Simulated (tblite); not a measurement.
C18H12 (cumulene), SMILES CC(C)=C=C=C=C=C=C=C=C=C=C=C=C=C(C)C at step 8 of a GFN2-xTB optimisation (tblite, gas phase), coordinates in Å:

```
  1 C     8.455    0.249   -2.801
  2 C     8.038    0.109   -1.397
  3 C     8.903   -0.016   -0.216
  4 C     6.758    0.093   -1.181
  5 C     5.548    0.072   -0.957
  6 C     4.305    0.058   -0.752
  7 C     3.088    0.041   -0.542
  8 C     1.844    0.030   -0.314
  9 C     0.620    0.002   -0.112
 10 C    -0.618   -0.007    0.112
 11 C    -1.842   -0.027    0.314
 12 C    -3.093   -0.048    0.534
 13 C    -4.308   -0.055    0.757
 14 C    -5.539   -0.076    0.957
 15 C    -6.757   -0.085    1.175
 16 C    -8.043   -0.107    1.398
 17 C    -8.590    1.045    2.125
 18 C    -8.770   -1.277    0.894
 19 H     9.047   -0.621   -3.062
 20 H     7.586    0.350   -3.459
 21 H     9.036    1.168   -2.823
 22 H     9.485   -0.919   -0.397
 23 H     9.526    0.870   -0.160
 24 H     8.309   -0.141    0.696
 25 H    -7.806    1.778    2.347
 26 H    -9.054    0.681    3.035
 27 H    -9.310    1.485    1.437
 28 H    -8.088   -1.992    0.419
 29 H    -9.521   -0.928    0.194
 30 H    -9.209   -1.732    1.780
```

What are the forces on the atoms (eV/Å)?


```
  1 C     0.54    0.01   -0.15
  2 C    -0.64   -0.01    0.08
  3 C     0.57   -0.06   -0.02
  4 C     0.19   -0.01   -0.03
  5 C    -0.16    0.00    0.02
  6 C     0.07    0.01    0.00
  7 C    -0.81   -0.01    0.15
  8 C     0.34    0.00   -0.07
  9 C     0.14    0.01   -0.03
 10 C    -0.18    0.00    0.03
 11 C    -0.72   -0.02    0.13
 12 C     1.21    0.01   -0.22
 13 C     0.97    0.01   -0.16
 14 C    -1.33   -0.01    0.22
 15 C    -0.25   -0.01    0.04
 16 C     1.22    0.04   -0.19
 17 C    -0.55    0.12    0.12
 18 C    -0.57   -0.15    0.04
 19 H     0.28    0.10   -0.45
 20 H     0.30   -0.11    0.14
 21 H     0.33   -0.04   -0.51
 22 H     0.44    0.09    0.38
 23 H     0.43   -0.06    0.33
 24 H     0.24    0.13   -0.25
 25 H    -0.28   -0.24    0.03
 26 H    -0.35    0.37    0.22
 27 H    -0.35    0.33    0.38
 28 H    -0.28    0.24    0.07
 29 H    -0.39   -0.39   -0.09
 30 H    -0.44   -0.34   -0.23
```
